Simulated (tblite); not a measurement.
Compound: C4H6F4O2Si.
Structure used (GFN2-xTB), in Å, numbered top down from 1:
```
atom  x, y, z in Å
F1    -2.1026   -1.3610    1.1510
C2    -1.5533   -0.1768    0.8563
F3    -0.8124    0.1768    1.9062
F4    -2.5571    0.7045    0.7765
C5    -0.7526   -0.2358   -0.4550
F6    -1.6615   -0.5965   -1.4319
C7     0.3297   -1.3237   -0.4040
O8     1.3839   -0.9997    0.4356
Si9    2.0071    0.5132    0.5354
O10    0.8604    1.5436   -0.0204
C11   -0.1885    1.1419   -0.8322
H12    0.6819   -1.4753   -1.4335
H13   -0.1156   -2.2614   -0.0508
H14    2.1586    0.7956    1.9429
H15    3.1671    0.5960   -0.3466
H16   -0.9850    1.8920   -0.7588
H17    0.1331    1.0784   -1.8806
```

Computed values, GFN2-xTB/tblite, gas phase, harmonic and unscaled. Against measured fundamentals such values can be off by several per cent, at times by over 20. Modes of hydrogen on silicon can be 10 to 20 % off. One conformer, not necessarily the lowest.

Harmonic wavenumbers (cm⁻¹): 38.0, 74.6, 97.4, 136.8, 200.5, 203.3, 262.2, 288.4, 308.1, 387.6, 395.5, 425.4, 498.1, 524.0, 535.4, 546.7, 602.4, 633.7, 720.2, 721.0, 744.9, 793.9, 795.9, 920.4, 949.9, 1076.4, 1081.3, 1089.2, 1103.3, 1131.2, 1163.5, 1167.7, 1187.4, 1221.9, 1279.1, 1314.2, 1340.9, 1474.9, 1483.7, 2293.9, 2442.2, 2899.1, 2902.8, 2938.7, 2938.7.

A = 1568, B = 808.3, C = 783.9 MHz; mass 190.007 u (most abundant isotopes); point group Cs, symmetry number 1.

Problem. What is the zero-point energy?

Solution. Half the sum of the wavenumbers: 22667 cm⁻¹ = 271.16 kJ/mol.

Problem. What is S at 500 K and 1 bar for an ideal gas of classical rigid rotors and harmonic oscillators?

Solution. Translation 185.04, rotation 132.64, vibration 231.56: S = 549.2 J/(mol K).

Problem. And Cp and H(500 K) − H(0)?

Solution. Cp = 253.92 J/(mol K), of which vibrations give 220.66 (their classical limit is 45 R = 374.2); H(500 K) − H(0) = 76.19 kJ/mol without the zero-point energy, 59.56 from vibrations.

Problem. Which modes carry the vibrational entropy at 500 K?

Solution. 38.0 cm⁻¹: 26.72; 74.6 cm⁻¹: 21.12; 97.4 cm⁻¹: 18.92; 136.8 cm⁻¹: 16.12; 200.5 cm⁻¹: 13.00; 203.3 cm⁻¹: 12.89 J/(mol K); the other 39 give 122.78 together.

Problem. How do the functions run with temperature in this model?

Solution. 
```tsv
T (K)	S (J/(mol K))	Cp (J/(mol K))	H − H(0) (kJ/mol)	G − H(0) (kJ/mol)	ln q(vib)
100	302.4	81.7	5.58	-24.66	1.89
200	374.9	133.3	16.34	-58.65	4.73
300	438.2	181.2	32.11	-99.36	7.67
800	683.3	314.2	162.45	-384.17	21.67
1000	756.1	337.5	227.77	-528.29	26.56
```

q(vib) and H(0) count from the zero-point level.

Hindered rotation and anharmonicity are outside this model. Other conformers, if any are populated, would add a mixing term that is left out.
